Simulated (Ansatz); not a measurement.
CH7FSi2 (SMILES C[SiH2][SiH2]F), singlet, at the geometry of the source list; CASSCF(6,5)/6-31G (Ansatz, an electronic-structure program).

Ansatz was given this input:
Ansatz 0.2 input:
```yaml
crystal:
  periodic: [false, false, false]
  atoms:
    - {symbol: Si, position_ang: [1.67230000, -0.28990000, 0.63100000]}
    - {symbol: F, position_ang: [2.29410000, -0.89890000, -0.73070000]}
    - {symbol: Si, position_ang: [-0.28170000, 0.82820000, 0.12810000]}
    - {symbol: C, position_ang: [-1.56440000, -0.32200000, -0.68060000]}
    - {symbol: H, position_ang: [1.54780000, -1.48600000, 1.46410000]}
    - {symbol: H, position_ang: [2.77940000, 0.51690000, 1.13610000]}
    - {symbol: H, position_ang: [-0.87690000, 1.36140000, 1.36470000]}
    - {symbol: H, position_ang: [-0.07850000, 1.97650000, -0.76790000]}
    - {symbol: H, position_ang: [-1.80200000, -1.16410000, -0.03370000]}
    - {symbol: H, position_ang: [-1.19830000, -0.72610000, -1.62150000]}
    - {symbol: H, position_ang: [-2.49180000, 0.20400000, -0.88970000]}
basis:
  gaussian:
    orbitals: 6-31G
hamiltonian:
  xc: hf
magnetization: {spin_polarized: false}
correlation: {active_space: {window: {electrons: 6, orbitals: 5}}}
```

**Question.** Predict the main parts of the log of this Ansatz run.

**Answer.** 
```
Functional definition: HF
706 factors; integrals over basis functions are off by at most 2.0e-4 eV
mean field evaluation 1: about -19566.2559 eV, gradient 3.0e1 eV
mean field evaluation 2: about -19566.2588 eV, gradient 3.0e1 eV
mean field evaluation 4: about -19568.4188 eV, gradient 2.2e0 eV
mean field evaluation 8: about -19568.4367 eV, gradient 4.3e-5 eV
mean field -19568.43665090 eV, -719.1267829578 hartree, gradient 1.6e-6 eV, S^2 0.000000; 0 other end points of the search recorded, 0 dependent functions left out
reference -19568.43665090 eV, -719.1267829578 hartree; 25, 25 occupied and 33, 33 virtual orbitals, 706 factors
state -19569.26467967 eV, -719.1572124540 hartree
2 active orbitals were swapped for others, from the solution at -19569.21670637 eV, -719.1554494676 hartree to that at -19569.26467967 eV, -719.1572124540 hartree; typed "places" are swapped only where nearly empty or full, and so, without "given_window_search", are "orbital_numbers", "shells" and a window whose orbitals a file names under [Active]
Total energy: -19569.26467967 eV, -719.1572124540 hartree
```
